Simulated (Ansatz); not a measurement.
C3H7GaSi (`C#CC[SiH2][GaH2]`), relaxed with RKS PBE0-D4/def2-TZVP in Ansatz 0.2.0 from a GFN2-xTB geometry. The force threshold is 0.005 eV/Å; the program also tests the step.

The species carries charge 0 and has multiplicity 1.

Start:

```xyz
12

C     1.612   -0.581    0.738
C     1.301    0.145   -0.200
C     0.506    0.863   -1.123
Si   -1.355    0.472   -0.543
Ga   -0.634   -0.991    1.234
H     2.349   -1.051    1.341
H     0.709    1.931   -1.073
H     0.673    0.516   -2.141
H    -2.004    0.025   -1.794
H    -1.919    1.821   -0.316
H    -0.623   -0.582    2.760
H    -0.615   -2.567    1.116
```

```json
{"step": "1", "energy (eV)": "-63465.8056", "largest force (eV/Å)": "0.931", "largest move (Å)": "0.000"}
{"step": "2", "energy (eV)": "-63465.9132", "largest force (eV/Å)": "0.665", "largest move (Å)": "0.166"}
{"step": "3", "energy (eV)": "-63465.9354", "largest force (eV/Å)": "0.550", "largest move (Å)": "0.031"}
{"step": "4", "energy (eV)": "-63465.9549", "largest force (eV/Å)": "0.443", "largest move (Å)": "0.031"}
{"step": "5 (rejected)", "energy (eV)": "-63465.9105", "largest force (eV/Å)": "2.701", "largest move (Å)": "0.054"}
{"step": "6", "energy (eV)": "-63465.9686", "largest force (eV/Å)": "0.200", "largest move (Å)": "0.026"}
{"step": "7", "energy (eV)": "-63465.9786", "largest force (eV/Å)": "0.787", "largest move (Å)": "0.100"}
{"step": "8", "energy (eV)": "-63465.9862", "largest force (eV/Å)": "0.106", "largest move (Å)": "0.048"}
{"step": "9", "energy (eV)": "-63465.9866", "largest force (eV/Å)": "0.085", "largest move (Å)": "0.015"}
{"step": "10", "energy (eV)": "-63465.9868", "largest force (eV/Å)": "0.008", "largest move (Å)": "0.006"}
{"step": "11", "energy (eV)": "-63465.9868", "largest force (eV/Å)": "0.010", "largest move (Å)": "0.005"}
{"step": "12", "energy (eV)": "-63465.9869", "largest force (eV/Å)": "0.002", "largest move (Å)": "0.003"}
```

End:

```xyz
12

C     1.742   -0.572    0.714
C     1.262    0.116   -0.163
C     0.498    0.871   -1.123
Si   -1.324    0.491   -0.572
Ga   -0.684   -0.994    1.239
H     2.338   -1.118    1.409
H     0.728    1.937   -1.065
H     0.691    0.525   -2.141
H    -2.048   -0.066   -1.750
H    -1.973    1.791   -0.237
H    -0.608   -0.438    2.708
H    -0.622   -2.545    0.980
```

Hardware: 4 threads of an AMD EPYC 9R45 on a shared host. Wall time 25 s, peak host memory 0.74 GiB.
